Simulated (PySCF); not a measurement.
## Running PySCF for LiSe⁻

Input:

```python
from pyscf import gto, scf, cc

mol = gto.M(
    atom='Li 0 0 0; Se 0 0 2.325',
    basis='ano-rcc-vdzp',
    charge=-1,
    spin=0,
    verbose=4,
)
mf = scf.RHF(mol)
mf = mf.sfx2c1e()
mf.kernel()
mycc = cc.CCSD(mf, frozen=9)
mycc.kernel()
e = mycc.eeccsd(nroots=5)[0]
print('roots (eV) =', (e*27.211386).round(3))
mf.dip_moment()
print('orbital energies (hartree):', mf.mo_energy[..., max(0, mol.nelec[1]-3):mol.nelec[0]+3].round(4))
```

```bash
$ OMP_NUM_THREADS=1 python input.py
```

Output (some set-up lines and the per-cycle HOMO/LUMO lines with their warnings removed):

```
PySCF version 2.14.0

[INPUT] Symbol           X                Y                Z      unit          X                Y                Z       unit  Magmom
[INPUT]  1 Li     0.000000000000   0.000000000000   0.000000000000 AA    0.000000000000   0.000000000000   0.000000000000 Bohr   0.0
[INPUT]  2 Se     0.000000000000   0.000000000000   2.325000000000 AA    0.000000000000   0.000000000000   4.393613239614 Bohr   0.0

nuclear repulsion = 23.2155163500387
number of shells = 6
number of NR pGTOs = 187
number of NR cGTOs = 41
basis = ano-rcc-vdzp
ecp = {}

******** <class 'pyscf.x2c.sfx2c1e.sfX2C1eRHF'> ********
method = sfX2C1eRHF
initial guess = minao
damping factor = 0
level_shift factor = 0
DIIS = <class 'pyscf.scf.diis.CDIIS'>
SCF conv_tol = 1e-09
SCF max_cycles = 50

******** <class 'pyscf.x2c.sfx2c1e.SpinFreeX2CHelper'> ********
approx = 1e
xuncontract = 1
Initial guess from minao.
init E= -2435.35834820533
cycle= 1 E= -2435.4817297003  delta_E= -0.123  |g|= 0.424  |ddm|= 1.46
cycle= 2 E= -2435.52849260199  delta_E= -0.0468  |g|= 0.385  |ddm|= 1.32
cycle= 3 E= -2435.5845845019  delta_E= -0.0561  |g|= 0.0172  |ddm|= 0.543
cycle= 4 E= -2435.58493001366  delta_E= -0.000346  |g|= 0.00755  |ddm|= 0.0694
cycle= 5 E= -2435.58505270987  delta_E= -0.000123  |g|= 0.00416  |ddm|= 0.0359
cycle= 6 E= -2435.58511964689  delta_E= -6.69e-05  |g|= 0.00215  |ddm|= 0.0339
cycle= 7 E= -2435.58514277464  delta_E= -2.31e-05  |g|= 0.000464  |ddm|= 0.0301
cycle= 8 E= -2435.58514340833  delta_E= -6.34e-07  |g|= 9.93e-05  |ddm|= 0.00511
cycle= 9 E= -2435.58514342301  delta_E= -1.47e-08  |g|= 2.08e-05  |ddm|= 0.000823
cycle= 10 E= -2435.58514342376  delta_E= -7.52e-10  |g|= 5.4e-06  |ddm|= 0.000172
Extra cycle  E= -2435.58514342378  delta_E= -2.32e-11  |g|= 2.54e-06  |ddm|= 1.75e-05
converged SCF energy = -2435.58514342378

******** <class 'pyscf.cc.ccsd.CCSD'> ********
CC2 = 0
CCSD nocc = 10, nmo = 32
frozen orbitals 9
max_cycle = 50
direct = 0
conv_tol = 1e-07
conv_tol_normt = 1e-05
Init t2, MP2 energy = -2435.75686860821  E_corr(MP2) -0.171725184426816
Init E_corr(CCSD) = -0.171725184431667
cycle = 1  E_corr(CCSD) = -0.174691563638562  dE = -0.00296637921  norm(t1,t2) = 0.0688904
cycle = 2  E_corr(CCSD) = -0.179503372866631  dE = -0.00481180923  norm(t1,t2) = 0.0301649
cycle = 3  E_corr(CCSD) = -0.179333285256084  dE = 0.000170087611  norm(t1,t2) = 0.0259465
cycle = 4  E_corr(CCSD) = -0.18063044431257  dE = -0.00129715906  norm(t1,t2) = 0.0128307
cycle = 5  E_corr(CCSD) = -0.180643987035016  dE = -1.35427224e-05  norm(t1,t2) = 0.00441045
cycle = 6  E_corr(CCSD) = -0.180466749030897  dE = 0.000177238004  norm(t1,t2) = 0.00301176
cycle = 7  E_corr(CCSD) = -0.180486920880823  dE = -2.01718499e-05  norm(t1,t2) = 0.00129986
cycle = 8  E_corr(CCSD) = -0.18051496918678  dE = -2.8048306e-05  norm(t1,t2) = 0.000563289
cycle = 9  E_corr(CCSD) = -0.180533208690471  dE = -1.82395037e-05  norm(t1,t2) = 0.000230442
cycle = 10  E_corr(CCSD) = -0.18052839331963  dE = 4.81537084e-06  norm(t1,t2) = 6.35669e-05
cycle = 11  E_corr(CCSD) = -0.180530423247863  dE = -2.02992823e-06  norm(t1,t2) = 3.39306e-05
cycle = 12  E_corr(CCSD) = -0.180529852817371  dE = 5.70430493e-07  norm(t1,t2) = 1.36455e-05
cycle = 13  E_corr(CCSD) = -0.180529995424042  dE = -1.42606672e-07  norm(t1,t2) = 5.74998e-06
cycle = 14  E_corr(CCSD) = -0.180530002748069  dE = -7.32402725e-09  norm(t1,t2) = 3.05221e-06
CCSD converged
E(CCSD) = -2435.765673426532  E_corr = -0.1805300027480695

******** <class 'pyscf.cc.eom_rccsd.EOMEESinglet'> ********
max_space = 20
max_cycle = 50
conv_tol = 1e-07
partition = None
EOM-CCSD root 0 E = 0.03466547882302082  qpwt = 0.90753  conv = True

******** <class 'pyscf.cc.eom_rccsd.EOMEETriplet'> ********
max_space = 20
max_cycle = 50
conv_tol = 1e-07
partition = None
EOM-CCSD root 0 E = 0.03167287471993437  qpwt = 0.911513  conv = True

******** <class 'pyscf.cc.eom_rccsd.EOMEESpinFlip'> ********
max_space = 20
max_cycle = 50
conv_tol = 1e-07
partition = None
EOM-CCSD root 0 E = 0.0316728504237624  qpwt = 0.911513  conv = True
EOM-CCSD root 1 E = 0.0316728597529474  qpwt = 0.911513  conv = True
roots (eV) = [0.862 0.862 0.862 0.862 0.862 0.943]
Dipole moment(X, Y, Z, Debye):  0.00000, -0.00000, -15.49495
orbital energies (hartree): [-0.0824 -0.0541 -0.0541  0.1462  0.2229  0.2229]
```

In short: E(SCF) = -2435.585143 Eh, 10 cycles, E(CCSD) − E(SCF) = -0.18053 Eh, excitation roots 0.862, 0.862, 0.862, 0.862, 0.862, 0.943 eV.

Run time: 4.1 s on 1 thread of Intel Xeon 6975P-C (shared host), peak memory 0.15 GiB.

The basis has no diffuse functions, which an anion needs. Stability towards an unrestricted solution was not tested. The bond length is a typed value, not an optimised one. The dipole of an ion depends on the origin.
